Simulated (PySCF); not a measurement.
**Dipole response of Ta²⁺ (tantalum, charge +2)**

[Xe] 4f14 5d3, high-spin 4F determinant. All numbers are calculated (PySCF 2.14, scalar relativity by spin-free X2C-1e, in x2c-TZVPPall with one added diffuse shell each of s, p, d, f type (12s8p8d4f1g, 113 functions)). Coupled (time-dependent) response in atomic units; α is the mean over directions.

```csv
method,mean α (bohr³),C₆ (like pair),S(−4)
PBE,15.30,86.74,145.8
```

S(−4) is the Cauchy moment in α(ω) = α(0) + S(−4) ω² + …

Spin-orbit coupling is absent.

α(iu) at PBE:

```json
{"u (hartree)": "0", "α(iu) (bohr³)": "15.30"}
{"u (hartree)": "0.0500", "α(iu) (bohr³)": "14.95"}
{"u (hartree)": "0.100", "α(iu) (bohr³)": "14.04"}
{"u (hartree)": "0.200", "α(iu) (bohr³)": "11.73"}
{"u (hartree)": "0.300", "α(iu) (bohr³)": "9.752"}
{"u (hartree)": "0.500", "α(iu) (bohr³)": "7.166"}
{"u (hartree)": "0.750", "α(iu) (bohr³)": "5.281"}
{"u (hartree)": "1.00", "α(iu) (bohr³)": "4.093"}
{"u (hartree)": "1.50", "α(iu) (bohr³)": "2.683"}
{"u (hartree)": "2.00", "α(iu) (bohr³)": "1.889"}
{"u (hartree)": "3.00", "α(iu) (bohr³)": "1.068"}
{"u (hartree)": "5.00", "α(iu) (bohr³)": "0.4652"}
```

A single London oscillator, α(iu) = α/(1 + u²/ω²), gives C₆ = (3/4) ω α². Matching the computed C₆ needs ω = 4 × 86.74 / (3 × 15.30²) = 0.494 hartree.

For an ion, C₆ is the dispersion term alone; charge-induced terms of lower order in 1/R come first.

Spin-orbit coupling, absent here, splits the open shell strongly.
